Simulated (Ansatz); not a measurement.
`[F][SnH]([F])[SiH3]` + H₂O → `[OH][SnH]([F])[F]` + SiH₄ at 700 K and 1 bar (formal hydrolysis of the Sn–Si bond).

Calculated with Ansatz (gas phase, PBE0-D4/def2-TZVP geometries, no zero-point term in ΔE). CBS: MP2 limit from def2 TZ/QZ plus the TZ coupled-cluster correction, frozen cores. This one scheme is used for every species. Elements past krypton have def2 core potentials. For Sn outer-core shells are correlated without core-valence functions, which leaves a few kJ/mol of doubt a bond. Each species was taken in one conformer, which may not be the lowest.

| species | CCSD(T)/CBS energy (Eh) | H − E (kJ/mol) | S (J/(mol·K)) |
| --- | --- | --- | --- |
| `[F][SnH]([F])[SiH3]` | -705.15468 | 167.0 | 475.8 |
| H₂O | -76.37941 | 80.5 | 218.4 |
| `[OH][SnH]([F])[F]` | -490.06891 | 122.7 | 419.8 |
| SiH₄ | -291.46306 | 115.5 | 252.9 |

H − E and S are ideal-gas, rigid-rotor, harmonic terms from PBE0-D4/def2-TZVP, for one conformer and one mirror image of each species. 1 Eh = 2625.50 kJ/mol, R = 8.31446 J/(mol·K).

Question: By hand: ΔE, ΔH, ΔS and ΔG.

Answer: ΔE = (-490.06891) + (-291.46306) − (-705.15468) − (-76.37941) = 0.00212 Eh = 5.6 kJ/mol. Δ(H − E) = 122.7 + 115.5 − 167.0 − 80.5 = -9.3, so ΔH = -3.7 kJ/mol. ΔS = 419.8 + 252.9 − 475.8 − 218.4 = -21.5 J/(mol·K). ΔG = -3.7 − 700 × (-21.5)/1000 = 11.4 kJ/mol.

Question: By hand: the equilibrium constant, and the temperature at which ΔG would vanish if ΔH and ΔS stayed fixed.

Answer: log₁₀ K = −ΔG/(RT ln 10) = -0.9. ΔG = 0 at ΔH/ΔS = 172 K, though so small a ΔH makes that figure unsure.

TΔS isn't small against ΔH here. A doubt of 5 kJ/mol in ΔE shifts log₁₀ K by 0.4 here. Other conformers and mirror images would add mixing entropy, several J/(mol·K) or more a flexible species. Modes under 60 cm⁻¹, often nearly free rotors, make the harmonic entropy too high. These are equilibria of isolated gas molecules and say nothing of rates. Largest T1 diagnostic: 0.015 (customary marks: 0.02 for closed shells, 0.045 for open ones).
